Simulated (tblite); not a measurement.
Compound: C3H11PSi2.
InChI=1S/C3H11PSi2/c1-2-3(5)4(2)6/h2-3H,1,5-6H3/t2-,3-,4?/m1/s1

All values are computed: GFN2-xTB (tblite) harmonic vibrations without scaling, gas phase. This tight-binding method is rough: wavenumbers can miss measured ones by several per cent, in bad cases by 10 to 20. Modes of hydrogen on silicon can be 10 to 20 % off.

Harmonic wavenumbers (cm⁻¹): 86.1, 102.9, 116.2, 139.1, 164.7, 185.4, 231.6, 258.7, 367.5, 455.9, 480.0, 505.9, 523.3, 539.8, 643.2, 654.2, 747.3, 762.9, 772.7, 778.2, 782.4, 796.7, 800.0, 950.9, 979.2, 987.3, 1069.3, 1092.2, 1175.5, 1219.7, 1341.0, 1406.4, 1485.4, 1491.5, 2213.1, 2236.2, 2244.5, 2253.8, 2263.3, 2270.6, 2950.1, 2980.0, 2989.6, 3017.9, 3024.2.

A = 1801, B = 1614, C = 994.6 MHz; mass 134.014 u (most abundant isotopes); point group C1, symmetry number 1.

Problem. What is the zero-point energy?

Solution. Half the sum of the wavenumbers: 26268 cm⁻¹ = 75.11 kcal/mol.

Problem. Give the ideal-gas entropy at 350 K and 1 bar in the rigid-rotor, harmonic-oscillator model (classical rotation).

Solution. Translation 41.41, rotation 29.58, vibration 34.29: S = 105.3 cal/(mol K).

Problem. And Cp and H(350 K) − H(0)?

Solution. Cp = 44.88 cal/(mol K), of which vibrations give 36.93 (their classical limit is 45 R = 89.4); H(350 K) − H(0) = 9.36 kcal/mol without the zero-point energy, 6.57 from vibrations.

Problem. What must be added to the electronic energy to get the Gibbs energy at 350 K and 1 bar?

Solution. ZPE + [H(350 K) − H(0)] − T·S = 75.11 + 9.36 − 36.85 = 47.62 kcal/mol.

Problem. Blend soft modes into free rotors: weight 1/[1 + (100 cm⁻¹/ν̃)⁴] for the oscillator and the rest for a rotor with moment μB/(μ + B), μ = h/(8π²ν), B = 10⁻⁴⁴ kg m². What vibrational entropy results?

Solution. 33.03 cal/(mol K) in place of 34.29, which changes −T·S at 350 K by +0.44 kcal/mol.

Problem. Which modes carry the vibrational entropy at 350 K?

Solution. 86.1 cm⁻¹: 4.06; 102.9 cm⁻¹: 3.71; 116.2 cm⁻¹: 3.47; 139.1 cm⁻¹: 3.12; 164.7 cm⁻¹: 2.80; 185.4 cm⁻¹: 2.57 cal/(mol K); the other 39 give 14.55 together.

Hindered rotation and anharmonicity are outside this model. The structure is chiral; the term R ln 2 for an equal mix with its mirror image is left out.
